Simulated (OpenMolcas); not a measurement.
## La: CASPT2 settings compared

* Program: OpenMolcas
* Basis: ANO-R1 [7s5p4d1f]
* Scalar Hamiltonian: X2C, finite nucleus
* Active space: 3 electrons in 6 orbitals (5d 6s)
* State averaging: 2S+1 = 4 even, 20 roots; 2S+1 = 2 even, 65 roots
* Spin-orbit coupling: RASSI with atomic mean-field integrals over the reference wave functions, term energies averaged over their components

Methods on the same reference wave functions:
A. CASSCF
B. SS-CASPT2, IPEA 0.15 Eh, sigma1 regulariser 0.4 Eh (closed shells correlated: none)
C. SS-CASPT2, IPEA 0 Eh, real shift 0.05 Eh (closed shells correlated: 4d 5s 5p)
D. XMS-CASPT2, IPEA 0.4 Eh, imaginary shift 0.25 Eh (closed shells correlated: 5s 5p)

Energies in cm⁻¹ above 5d 6s² ²D_3/2, the measured ground level; measured values from NIST Handbook of Basic Atomic Spectroscopic Data.

```tsv
Level	A	B	C	D	Measured
5d 6s² ²D_3/2 [59 %]	0.0	0.0	0.0	0.0	0.0
5d² 6s ⁴F_5/2	599	1956	2660	4090	3010
5d² 6s ⁴F_3/2 [59 %]	648	1617	2320	3740	2668
5d 6s² ²D_5/2	1157	771	771	907	1053
5d² 6s ⁴F_7/2	1224	2400	3130	4580	3495
5d² 6s ⁴F_9/2	1851	3030	3760	5210	4122
5d² 6s ⁴P_1/2	7192	7460	7360	9570	7231
5d² 6s ⁴P_3/2	7430	7710	7600	9810	7491
5d² 6s ²F_5/2 [54 %]	8827	8050	8760	10460	
5d² 6s ²P_1/2	9624	9270	9380	11570	9044
5d² 6s ²F_7/2	9696	8890	9680	11380	8052
5d² 6s ²G_7/2	11251	11330	11590	13900	9961
5d² 6s ²G_9/2	11277	11380	11640	13920	9920
5d² 6s ²D_5/2	11801	10090	10250	12730	9184
5d³ ⁴F_3/2	12701	13440	14370	16700	12431
5d³ ⁴F_5/2	13065	13820	14750	17080	12787
5d³ ⁴F_7/2	13562	14320	15260	17580	13238
5d³ ⁴F_9/2	14168	14920	15850	18170	13747
5d³ ⁴P_1/2	19553	19390	19650	22060	16617
5d³ ⁴P_3/2	19747	19570	19820	22240	16735
5d³ ⁴P_5/2	20104	19950	20200	22620	17099
5d³ ²G_9/2 [52 %]	21479	21080	21620	24460	
5d³ ²G_7/2	21555	20870	21370	24320	17023
5d³ ²H_11/2	22582	22730	23410	25880
```

Deviations, from unrounded energies. A percentage is the sum of absolute deviations over the sum of measured energies, with the sign that they share, or ± where signs differ.

```
                  Against measurement  Levels      A      B      C      D
       mean absolute deviation (cm-1)      20   1600   1300   1500   3400
fine structure of the ground term (%)       1   +9.9  -26.8  -26.8  -13.9
             other configurations (%)      19  ±16.2  ±13.5  ±15.3  +34.8
```

B lies closest to measurement on these levels and D furthest from it. The largest miss of B in the table is 5d³ ²G_7/2, by +3800 cm-1. The ranking rests on the paired levels alone, and a cruder setting can come out closer through cancelling errors.

Among B to D the level of the table that moves most is 5d³ ²G_7/2, by 3500 cm-1 (lowest in B, highest in D). Moves below CASPT2's spread within the term are not significant.

The two smallest mean deviations differ by little beside CASPT2's spread within terms, so their order carries little weight.

The lowest spin-free term lies below A's lowest term by 0.015 hartree in B, 0.247 hartree in C, 0.198 hartree in D.

CASPT2 does not keep the components of a term degenerate, so their means are used; among the terms shown or strongly mixed into the levels shown the widest spread is 1400 cm-1 (5d² 6s ²G, D). Configurations are named by rounded mean occupations; where the s occupation lies near a half they are strongly mixed, a name can repeat and a true partner stay unpaired. A single d shell beside an s shell can misplace configurations of different d count against each other. Without dynamic correlation excited terms often stand tens of per cent too high (terms of higher spin than the ground term too low), and those without a measured partner can miss by more than the paired ones (holds for A). Some levels mix across a computed gap that differs much from the measured one, so their mixing is not that of the real levels (holds for A; D). The CASPT2 spread within a term exceeds the gap to the next term for 5d³ ²G and 5d³ ²H, so the order of their levels is uncertain, and so are names and mixing where such terms share a J (holds for D). Computed and measured levels are paired by configuration, term and J; levels that our copy of the source lacks, or whose pairing is in doubt (as where it misses far off the trend of its configuration), stay unpaired and out of the deviations. Only configurations of the active space appear. Levels that lie high or do not pair safely by name in every column are left out.

A share in square brackets marks a mixed level and gives the weight of the term that names it, the lowest over the columns.
